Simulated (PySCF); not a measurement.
A structure optimised at PBE0-D3(BJ)/def2-SVP (Å):
```
atom  x, y, z in Å
N1     1.6912   -0.2971    0.6648
C2     0.9240    0.1146   -0.2576
Sn3   -1.2177   -0.0209    0.0441
H4     2.6793   -0.1848    0.4004
H5     1.2993    0.5329   -1.2162
H6    -1.8705   -1.1299   -1.0922
H7    -1.9396    1.5126   -0.2300
H8    -1.5150   -0.5513    1.6392
```

Neutral, closed shell.

**Question.** Read off the bonds between heavy atoms and their formal orders.

**Answer.** N1–C2 1.27 Å (double); C2–Sn3 2.17 Å (single). Bonds to hydrogen (Å): N1–H4 1.03; C2–H5 1.11; Sn3–H6 1.72; Sn3–H7 1.72; Sn3–H8 1.71.

**Question.** Write the SMILES.

**Answer.** `[H]/N=[CH]/[SnH3]`, CH5NSn.

**Question.** Describe the place of each heavy atom.

**Answer.** N1: C=N nitrogen; C2: C=N carbon; Sn3: tin bonded to C and 3 H.

**Question.** What is the arrangement about N1?

**Answer.** It has 2 neighbours (C2, H4) and is bent (angle 111.0°).

**Question.** What is the arrangement about C2?

**Answer.** It has 3 neighbours (N1, Sn3, H5) and is planar (angles 123.0°, 118.5° and 118.4°, sum 360.0°, 0.00 Å off the plane of its three neighbours).

All values are computed, not measured.
